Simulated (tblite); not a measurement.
A geometry optimisation, step by step.

Compound: GeH6OSeSi.
Atom-mapped SMILES: `[GeH3:1][O:2][SiH2:3][SeH:4]` (hydrogens: H5, H6, H7 on Ge1; H8, H9 on Si3; H10 on Se4)

Computed with GFN2-xTB (tblite), gas phase: L-BFGS steps from a force-field or distance-geometry start until the largest atomic force falls under 0.01 eV/Å. 9 of its 107 geometries are shown.

Step 0: E = -381.7448 eV, largest atomic force 2.217 eV/Å
```
atom  x, y, z in Å  |  force x, y, z in eV/Å
Ge1    -1.588    0.706    0.261   -1.062   0.564   0.156
O2      0.077    0.502    0.841    0.277  -1.502  -1.607
Si3     0.786   -0.702   -0.168   -0.391   0.875   0.828
Se4     2.935   -1.054    0.455   -0.057   1.261  -0.180
H5     -2.375   -0.630    0.384    0.460   0.481  -0.060
H6     -1.593    1.190   -1.215    0.143  -0.259   0.569
H7     -2.309    1.779    1.127    0.515  -0.432  -0.235
H8      0.034   -1.955   -0.051    0.169   0.094   0.064
H9      0.770   -0.240   -1.568    0.028  -0.017   0.215
H10     3.273    0.410    0.198   -0.082  -1.065   0.249
```

Step 13: E = -382.1667 eV, largest atomic force 0.389 eV/Å
```
atom  x, y, z in Å  |  force x, y, z in eV/Å
Ge1    -1.732    0.758    0.251    0.246   0.013   0.128
O2     -0.038    0.390    0.642   -0.060  -0.223  -0.296
Si3     0.761   -0.730   -0.235   -0.019   0.273   0.277
Se4     2.867   -0.913    0.561   -0.020  -0.221   0.121
H5     -2.407   -0.579    0.386   -0.095   0.182  -0.007
H6     -1.646    1.205   -1.185   -0.168   0.032   0.134
H7     -2.128    1.809    1.251    0.064  -0.165  -0.160
H8      0.166   -2.043   -0.030    0.021  -0.035  -0.077
H9      0.817   -0.276   -1.620    0.007  -0.090  -0.070
H10     3.348    0.383    0.244    0.023   0.234  -0.049
```

Step 26: E = -382.2695 eV, largest atomic force 0.245 eV/Å
```
atom  x, y, z in Å  |  force x, y, z in eV/Å
Ge1    -1.784    0.791    0.258   -0.109   0.175   0.132
O2     -0.134    0.241    0.389   -0.037   0.052   0.051
Si3     0.856   -0.830   -0.300    0.010  -0.086  -0.085
Se4     2.852   -0.790    0.778    0.052   0.152  -0.043
H5     -2.667   -0.407    0.454    0.046   0.023  -0.010
H6     -1.933    1.381   -1.115    0.019  -0.032   0.036
H7     -1.902    1.811    1.358    0.050  -0.136  -0.128
H8      0.358   -2.186   -0.126   -0.010  -0.047   0.040
H9      1.023   -0.478   -1.703    0.077   0.023  -0.047
H10     3.342    0.471    0.272   -0.098  -0.123   0.054
```

Step 40: E = -382.2846 eV, largest atomic force 0.039 eV/Å
```
atom  x, y, z in Å  |  force x, y, z in eV/Å
Ge1    -1.811    0.819    0.271   -0.001   0.031   0.024
O2     -0.210    0.144    0.193    0.006  -0.008   0.011
Si3     0.884   -0.903   -0.356    0.026  -0.019  -0.002
Se4     2.782   -0.689    0.887   -0.035  -0.008  -0.011
H5     -2.758   -0.316    0.515    0.017  -0.018   0.004
H6     -2.041    1.475   -1.055   -0.002   0.010  -0.022
H7     -1.713    1.780    1.409   -0.003   0.000   0.000
H8      0.439   -2.273   -0.143   -0.007  -0.001  -0.003
H9      1.200   -0.562   -1.738   -0.003  -0.013  -0.012
H10     3.237    0.528    0.284    0.003   0.027   0.011
```

Step 53: E = -382.2871 eV, largest atomic force 0.075 eV/Å
```
atom  x, y, z in Å  |  force x, y, z in eV/Å
Ge1    -1.790    0.826    0.277   -0.010   0.005  -0.015
O2     -0.200    0.137    0.140    0.001  -0.002  -0.014
Si3     0.883   -0.934   -0.384    0.044   0.012   0.059
Se4     2.755   -0.672    0.893   -0.008   0.011  -0.056
H5     -2.725   -0.316    0.540    0.004   0.018  -0.008
H6     -2.043    1.503   -1.034   -0.022  -0.013  -0.019
H7     -1.663    1.784    1.415    0.014  -0.009   0.027
H8      0.426   -2.297   -0.156    0.007   0.008   0.009
H9      1.220   -0.622   -1.767   -0.015   0.000  -0.022
H10     3.145    0.596    0.341   -0.015  -0.030   0.038
```

Step 66: E = -382.3009 eV, largest atomic force 0.072 eV/Å
```
atom  x, y, z in Å  |  force x, y, z in eV/Å
Ge1    -1.704    0.853    0.275    0.030  -0.003   0.006
O2     -0.158    0.155   -0.104   -0.023  -0.018  -0.015
Si3     0.898   -1.007   -0.473    0.026   0.016   0.002
Se4     2.752   -0.644    0.804   -0.030   0.045  -0.036
H5     -2.628   -0.277    0.609   -0.008  -0.037  -0.002
H6     -2.099    1.567   -0.982    0.011   0.023   0.064
H7     -1.420    1.735    1.452   -0.011   0.013  -0.070
H8      0.413   -2.330   -0.108   -0.009   0.011   0.004
H9      1.224   -0.832   -1.884   -0.006  -0.013   0.019
H10     2.731    0.785    0.676    0.019  -0.038   0.029
```

Step 80: E = -382.3300 eV, largest atomic force 0.081 eV/Å
```
atom  x, y, z in Å  |  force x, y, z in eV/Å
Ge1    -1.520    0.844    0.272   -0.030  -0.054  -0.039
O2     -0.300    0.012   -0.659   -0.049   0.021   0.038
Si3     0.884   -1.085   -0.593    0.080   0.010  -0.008
Se4     2.513   -0.380    0.853   -0.027  -0.069  -0.017
H5     -2.463   -0.205    0.775    0.005  -0.009   0.009
H6     -2.131    1.743   -0.750    0.025   0.033   0.019
H7     -0.812    1.548    1.389    0.010   0.037  -0.003
H8      0.401   -2.353   -0.059    0.015  -0.004  -0.020
H9      1.395   -1.085   -1.956   -0.010  -0.018   0.031
H10     2.042    0.965    0.993   -0.018   0.053  -0.009
```

Step 93: E = -382.3361 eV, largest atomic force 0.031 eV/Å
```
atom  x, y, z in Å  |  force x, y, z in eV/Å
Ge1    -1.537    0.837    0.283   -0.015  -0.004  -0.009
O2     -0.343   -0.043   -0.637   -0.002  -0.008   0.000
Si3     0.883   -1.093   -0.573    0.001   0.013  -0.012
Se4     2.399   -0.399    0.986    0.002  -0.011   0.002
H5     -2.510   -0.185    0.779   -0.008  -0.001   0.025
H6     -2.112    1.760   -0.741    0.011   0.005  -0.011
H7     -0.817    1.548    1.390    0.003  -0.019  -0.010
H8      0.451   -2.409   -0.122   -0.007   0.003   0.001
H9      1.452   -1.013   -1.909   -0.001  -0.002   0.001
H10     2.143    1.001    0.808    0.017   0.022   0.013
```

Step 106: E = -382.3375 eV, largest atomic force 0.003 eV/Å
```
atom  x, y, z in Å  |  force x, y, z in eV/Å
Ge1    -1.558    0.831    0.282   -0.002  -0.001   0.000
O2     -0.376   -0.073   -0.633    0.000   0.001   0.002
Si3     0.879   -1.087   -0.568    0.000  -0.001   0.001
Se4     2.374   -0.401    1.018   -0.001   0.002   0.001
H5     -2.550   -0.167    0.792    0.001   0.000  -0.001
H6     -2.110    1.758   -0.751   -0.001   0.001   0.000
H7     -0.820    1.529    1.384    0.001   0.001   0.000
H8      0.471   -2.415   -0.134    0.001   0.002  -0.001
H9      1.464   -0.975   -1.895    0.001   0.000  -0.001
H10     2.235    1.006    0.769    0.000  -0.003  -0.001
```

Q: Summarise the path.

A: The energy falls by 57.19 kJ/mol from step 0 to step 106; nine tenths of that is first reached at step 29. It rises by more than 0.2 meV at step 69. The largest force goes from 2.217 to 0.003 eV/Å. Among the bonds O2–Si3 changes most, from 1.723 to 1.615 Å; the atoms move by 1.047 Å rms after alignment.

The cost below is that of the whole relaxation. Hardware: one thread, Arm Neoverse V1 (aarch64), on a shared host. Cost: 0.6 s wall.
